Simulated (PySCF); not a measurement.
C5H10OSi.
Cartesian coordinates in Å at the PBE0-D3(BJ)/def2-SVP level; atoms count from 1:
```
atom  x, y, z in Å
C1    -3.2636    0.0866   -1.1569
C2    -2.2449    0.4441   -0.1277
C3    -0.9206    0.2007   -0.1693
C4    -0.1958   -0.4663   -1.2313
C5     1.1312   -0.6858   -1.2197
O6     1.9263   -0.2952   -0.1991
Si7    3.5792   -0.5496   -0.0725
H8    -3.7796    0.9878   -1.5301
H9    -2.8346   -0.4356   -2.0231
H10   -4.0465   -0.5618   -0.7280
H11   -2.6290    0.9631    0.7583
H12   -0.3101    0.5316    0.6762
H13   -0.7345   -0.8260   -2.1108
H14    1.6241   -1.1991   -2.0559
H15    4.2928    0.1067   -1.2093
H16    3.8816   -2.0126   -0.0933
H17    3.9817    0.0544    1.2230
```

Linear response at CAM-B3LYP/def2-SVPD (PySCF, frozen core in the response, non-relativistic).

Static isotropic polarisability: 103.54 au (15.34 Å³), principal values 69.4, 83.5, 157.7 au.

Task: What is the polarisability at 1064 nm and at the sodium D line?

Result: 105.31 au at 1064 nm (+1.7 %), 109.86 au at 589.3 nm (+6.1 %). The rise at 589.3 nm is 3.56 times that at 1064 nm; a pure ω² law gives 3.26. The lowest singlet lies at 233 nm, shorter than both wavelengths.

Task: What is the isotropic C6 coefficient between two such molecules, C6 = (3/π)∫α(iω)² dω?

Result: 3575 au (Eh·bohr⁶) by a ten-point quadrature over imaginary frequencies, which is 2140 eV·Å⁶ or 206 J·nm⁶/mol.

Task: Which effective excitation energy ω̄ makes London's formula C6 = (3/4)α²ω̄ exact here?

Result: ω̄ = 4·C6/(3α²) = 0.445 Eh = 12.1 eV. A one-pole form α(ω) = α/(1 − ω²/ω̄²) fitted to the 1064 nm value gives 9.0 eV.

Task: How many electrons N does the Slater–Kirkwood formula C6 = (3/4)·√N·α^(3/2) need to give this C6?

Result: N = (4·C6/3)²/α³ = 20.5; the species has 62 electrons in all.

Task: What three-body coefficient follows from the one-pole estimate C9 = (3/4)·α·C6?

Result: 278000 au. This is an estimate from the two numbers above, not a computed integral.

Task: How anisotropic is the static polarisability, by Δα² = ½[(α1 − α2)² + (α2 − α3)² + (α3 − α1)²]?

Result: Δα = 82.2 au, or 0.79 of the isotropic value.

Task: What molar refraction at the D line follows from R = (4π/3)·N_A·α′, with α′ the polarisability volume?

Result: α′ = 16.28 Å³ gives R = 41.07 cm³/mol, for isolated, non-vibrating species.

Task: What n − 1 at the D line would an ideal gas of it have at 273.15 K and 1 atm (2.6868 × 10¹⁹ cm⁻³), by n − 1 = 2π·N·α′?

Result: 27.48 × 10⁻⁴, a formal value whether or not that pressure can be reached.

The run took 35 s of wall time on one thread, x86-64 server (shared host). This is the whole response run at CAM-B3LYP/def2-SVPD, SCF included.

One conformer stands for the species.
